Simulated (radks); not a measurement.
Problem. Successive ionisation energies (eV) of one element, from differences of total energies of ions in their ground configurations, starting at charge 0: 5.699, 11.193, 42.993, 56.353, 70.136, 89.161, 104.77, 120.59. All-electron calculation, scalar-relativistic Kohn-Sham, PBE, spin-polarised, spherical densities, finite nucleus; open shells are filled with parallel spins first (spin-orbit coupling, left out, can overturn this in heavy ions); Fermi nuclear charge, rms radius 4.224 fm. Program: a radial shooting solver on a logarithmic mesh with Libxc functionals. Which element is it?

Solution. Strontium (Z = 38). The first species listed is Sr in [Kr] 5s2, the last Sr7+ in [Ar] 3d10 4s2 4p1.
